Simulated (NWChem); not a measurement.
Correlation energy of CBr

```xyz
2

C      0.0000     0.0000     1.5506
Br     0.0000     0.0000    -0.2658
```
Charge 0, spin multiplicity 2.

All runs are NWChem calculations. Structure: optimised with UPBE0/def2-SVP, a minimum by its harmonic frequencies.

Basis set: def2-TZVP. Each correlation energy counts from its own Hartree-Fock reference.

The Hamiltonian is non-relativistic. The correlated methods keep 10 core orbitals frozen. This spin state was chosen for the runs; another may lie lower. The structure started from a generated list of species. The unpaired electrons of the parent sit in orbitals of symmetry b1 (C2v labels of the run); other states weren't searched. The stability of the SCF solutions was not checked. Open-shell Hartree-Fock references start from PBE0 orbitals. Coupled-cluster values serve here as a point of comparison, not as the truth.

```tsv
method	correlation energy (mHa)
SCS-UMP2	-360.3
CCSD(T) on ROHF	-423.0
CCSD(T) on UHF	[?]
CCSD on UHF	[?]
CCSD[T] on UHF	-418.4
UMP2	-378.4
CCSD[T] on ROHF	-424.6
CCSD on ROHF	[?]
```

Q: Fill in the missing entries.

A: 
- CCSD(T) on UHF, correlation energy (mHa): -417.0
- CCSD on UHF, correlation energy (mHa): -399.5
- CCSD on ROHF, correlation energy (mHa): -404.9
